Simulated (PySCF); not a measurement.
The numbers are results of PBE-D3(BJ)/def2-TZVP // B3LYP-D3(BJ)/def2-SVP in PySCF, not measurements. Isolated molecules, 0 K electronic values unless said otherwise. Delta-SCF ions had no search for a lower state. Excitations are Tamm–Dancoff values on a coarser integration grid. The basis has no diffuse functions, so Rydberg states are missing or too high.

Reference species (SMILES): `Cc1cc2cccc([SiH3])c2s1` (neutral, multiplicity 1).

| Quantity | Result |
|---|---|
| vertical ionisation energy (Delta-SCF) | 7.75 eV |
| dipole moment | 1.80 D |
| S1 excitation (TDA) | 4.21 eV |

Changed species: `s1c2c(cc1C)ccc(c2)[SiH3]`.

**Question.** What does the change do to the vertical ionisation energy (Delta-SCF), dipole moment and S1 excitation (TDA)?

**Answer.** the vertical ionisation energy (Delta-SCF) is nearly the same; the dipole moment increases by 0.42 D, to 2.22 D; the S1 excitation (TDA) drops by 0.03 eV, to 4.18 eV.
